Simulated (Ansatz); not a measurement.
`S[CH2][GeH3]` and `B[CH2][GeH3]` differ in one atom or group.

Ansatz, PBE0-D4/def2-TZVP geometries, multiplicity 1. Each molecule was computed in one conformer, which needn't be the lowest.

Scalar relativity is left out up to krypton.

| property | `S[CH2][GeH3]` |
| --- | --- |
| HOMO energy (B3LYP/def2-TZVPP) / eV | -6.53 |
| LUMO energy (ωB97M-V/def2-TZVPP) / eV | 1.83 |
| size of the dipole moment (B3LYP/def2-TZVPP) / D | 1.15 |
| ideal-gas entropy at 298 K and 1 bar (rigid rotor, harmonic PBE0-D4/def2-TZVP) / J/(mol·K) | 320 |
| HOMO–LUMO gap (PBE0/def2-TZVPP) / eV | 6.85 |
| LUMO energy (PBE/def2-TZVPP) / eV | -0.79 |

Task: Give the same properties after the change, and the shifts. (Estimate.)

Result: The calculation gave: 
| property | `B[CH2][GeH3]` | shift |
| --- | --- | --- |
| HOMO energy (B3LYP/def2-TZVPP) / eV | -8.57 | -2.04 |
| LUMO energy (ωB97M-V/def2-TZVPP) / eV | 0.60 | -1.23 |
| size of the dipole moment (B3LYP/def2-TZVPP) / D | 1.04 | -0.11 |
| ideal-gas entropy at 298 K and 1 bar (rigid rotor, harmonic PBE0-D4/def2-TZVP) / J/(mol·K) | 321 | 1 |
| HOMO–LUMO gap (PBE0/def2-TZVPP) / eV | 7.54 | 0.69 |
| LUMO energy (PBE/def2-TZVPP) / eV | -2.22 | -1.43 |

With PBE0 the HOMO falls by 2.05 eV and the LUMO falls by 1.36 eV, so the gap widens by about 0.69 eV. PBE moves the HOMO by -2.03 eV and ωB97M-V by -2.04 eV. The zero-point energy changes by 28.6 kJ/mol with +3 modes. Dipoles are sizes alone; their direction can turn. Modes under 60 cm⁻¹, often nearly free rotors, make the harmonic entropy too high.

B3LYP here is the variant with VWN-RPA as its local correlation; programs differ in this.
